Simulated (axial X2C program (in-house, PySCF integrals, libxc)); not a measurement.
Curves of HWH⁺ from open-shell CI on d3 s0 p(π)0

Calculated with an axial X2C code built on PySCF integrals: two-component X2C with atomic mean-field Coulomb and Gaunt terms, basis H dyall-v3z, W dyall-v3z (cores contracted in-house). Orbitals come from Hartree–Fock averaged over the configuration W d3 s0 p(π)0; CI then distributes these electrons over the d, s, p(π) shells of W.

Scan along the symmetric stretch (R is each bond); masses H 1.008 u, W 183.951 u, H 1.008 u. Energies in cm⁻¹ from the lowest point; levels are followed by energy order within each Ω. Lowest level at 1.798 Å: 100% d3.

```
R (Å)  (1)Ω=1/2  (1)Ω=3/2  (2)Ω=1/2  (2)Ω=3/2  (1)Ω=5/2  (3)Ω=1/2  (3)Ω=3/2
1.672      2720      4401      5465      5712      7093      7625      7672
1.735       736      2435      3561      3931      5194      5752      5783
1.798         0      1712      2890      3365      4522      5116      5136
1.870       365      2090      3315      3887      4941      5585      5598
1.942      1727      3463      4726      5370      6342      7039      7048
2.023      4161      5911      7200      7891      8809      9568      9577
2.122      8050      9809     11133     11849     12724     13556     13564
```

(1) Fit the curves (1)Ω=1/2, (1)Ω=3/2, (2)Ω=1/2, (2)Ω=3/2, (1)Ω=5/2, (3)Ω=1/2, (3)Ω=3/2 near their minima.

The 7 lowest curves are shown; the next is (2)Ω=5/2, from 5939 cm⁻¹.

Dynamic correlation is missing, so gaps between terms are too wide and other configurations may lie lower; the lowest level listed is that of this model, not necessarily the ground state. For d shells the ligand-field splittings (σ, π, δ) and their order can be off by a thousand cm⁻¹ or more. At most 4 roots were kept for each Ω > 0 (twice that for Ω = 0) within 3.2 eV of the lowest, so higher up levels can be missing between those listed; levels with Ω > 0 are doubly degenerate and listed once, Ω = 0 levels singly. Some active spinors are only partly of the character that their shell is named for, so the shell names and counts are nominal. States that fill the shells left empty in the average are placed too high. The molecule was held linear; bending was not examined.

Results:

(1) From the open-shell CI curves, Te from the lowest:

```csv
level,Te (cm⁻¹),Re (Å),ωe (cm⁻¹)
(1)Ω=1/2,0,1.811,1994.1
(1)Ω=3/2,1715,1.810,1993.7
(2)Ω=1/2,2900,1.807,1997.2
(2)Ω=3/2,3384,1.801,2002.2
(1)Ω=5/2,4531,1.808,1991.4
(3)Ω=1/2,5131,1.805,2006.4
(3)Ω=3/2,5151,1.805,2007.9
```

Without dynamic correlation distances can be off by several hundredths of an Å (long for ionic bonds, short for multiple bonds) and the wavenumbers are rough.
